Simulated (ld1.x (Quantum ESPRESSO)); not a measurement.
**titanium, PAW: configuration errors across variants**

ld1.x (Quantum ESPRESSO) 7.5 input, shortened:

```
&input
   title='Ti', zed=22., rel=1, dft='PW91', iswitch=3,
   config='[Ar] 3d2 4s2 4p0'
 /
 &inputp
   pseudotype=3, lpaw=.true., tm=.true., lloc=-2, rcloc=3.20,
   nlcc=.true., new_core_ps=.true., rcore=1.40,
   which_augfun='BG', rmatch_augfun=1.15
 /
6
4S  1  0   2.00   0.00  2.25  2.65  0.0
4S  1  0   0.00   0.55  2.25  2.65  0.0
4P  2  1   0.00   0.00  3.40  3.75  0.0
4P  2  1   0.00   0.30  3.40  3.75  0.0
3D  3  2   2.00   0.00  1.20  1.50  0.0
3D  3  2   0.00   0.05  1.20  1.50  0.0
 &test
   configts(1)='3d2 4s2 4p0'
 /
```

All-electron excitation energies from the reference (eV): (1) 3d2 4s1 4p0 7.393; (2) 3d2 4s0 4p0 20.985; (3) 3d1 4s0 4p0 48.037; (4) 3d3 4s1 4p0 1.089; (5) 3d3 4s0 4p0 7.398.

2 further variants failed, have other tests or too few solved ones, and are left out.

Errors AE − PS in meV (a dash: test not solved or not reliable):

```csv
change,(1),(2),(3),(4),(5),bound ghosts
base,-2.2,-16,-712,-93,-156,none
"all radii but the core radius scaled by about 1.26 (s 3.34, p 4.74, d 1.90 bohr, rcut 2.84/4.30/1.52); local potential all-electron potential smoothed inside 4.04 bohr (lloc = -2); augmentation BG, radius 1.46 bohr",+2.4,-12,-753,-86,-167,none
"all radii but the core radius scaled by about 1.35 (s 3.58, p 5.08, d 2.04 bohr, rcut 3.04/4.60/1.62); local potential all-electron potential smoothed inside 4.34 bohr (lloc = -2); augmentation BG, radius 1.56 bohr",+8.1,-9.6,-774,-73,-170,none
```

Give the same row for: all radii but the core radius scaled by about 1.16 (s 3.06, p 4.34, d 1.74 bohr, rcut 2.60/3.94/1.38); local potential all-electron potential smoothed inside 3.70 bohr (lloc = -2); augmentation BG, radius 1.34 bohr.

-1.2, -14, -735, -94, -163; bound ghosts: none.
